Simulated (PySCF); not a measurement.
# The first ionisation energy along the 4p block

Calculated with PySCF 2.14 from differences of total energies of unrestricted determinants, without spin-orbit coupling. Values in eV. The last column holds reference values (NIST; (s) semi-empirical, (t) theoretical, else measured). Unmarked ones compare directly (S terms, centres of terms, or small fine structure); those marked * lie between the lowest fine-structure levels and include a spin-orbit shift.

| element | configurations | UHF | LDA | PBE | PBE0 | r2SCAN | CCSD (valence) | reference |
| --- | --- | --- | --- | --- | --- | --- | --- | --- |
| Ga (dyall-av2z, non-relativistic) | [Ar] 3d10 4s2 4p1 → [Ar] 3d10 4s2 | 5.556 | 6.064 | 5.984 | 6.003 | 6.132 | 5.779 | 5.931 |
| Ge (dyall-av2z, non-relativistic) | [Ar] 3d10 4s2 4p2 → [Ar] 3d10 4s2 4p1 | 7.448 | 8.047 | 7.920 | 7.954 | 8.087 | 7.748 | 7.925 |
| As (dyall-av2z, non-relativistic) | [Ar] 3d10 4s2 4p3 → [Ar] 3d10 4s2 4p2 | 9.471 | 10.080 | 9.924 | 9.988 | 10.144 | 9.805 | 10.008 |
| Se (dyall-av2z, non-relativistic) | [Ar] 3d10 4s2 4p4 → [Ar] 3d10 4s2 4p3 | 8.590 | 9.939 | 9.676 | 9.669 | 9.732 | 9.116 | 9.635 |
| Br (dyall-av2z, non-relativistic) | [Ar] 3d10 4s2 4p5 → [Ar] 3d10 4s2 4p4 | 10.830 | 12.165 | 11.875 | 11.891 | 11.969 | 11.453 | 11.844 |
| Kr (dyall-av2z, non-relativistic) | [Kr] → [Ar] 3d10 4s2 4p5 | 13.223 | 14.460 | 14.160 | 14.217 | 14.312 | 13.908 | 14.222 |

```csv
method,elements,mean error (eV),mean absolute error (eV),largest error (eV)
UHF,6,-0.741,0.741,-1.045
LDA,6,0.198,0.198,0.321
PBE,6,-0.004,0.046,-0.084
PBE0,6,0.026,0.034,0.072
r2SCAN,6,0.135,0.135,0.201
CCSD (valence),6,-0.293,0.293,-0.520
```

Errors include the incompleteness of the basis and the frozen core.

"Valence" correlates the outer s and p shells and, in groups 3 to 12 and the f block, the outer d or f shell, open or full, or the next shell where the ion has no valence electron left; the wider scheme adds the next inner shell.
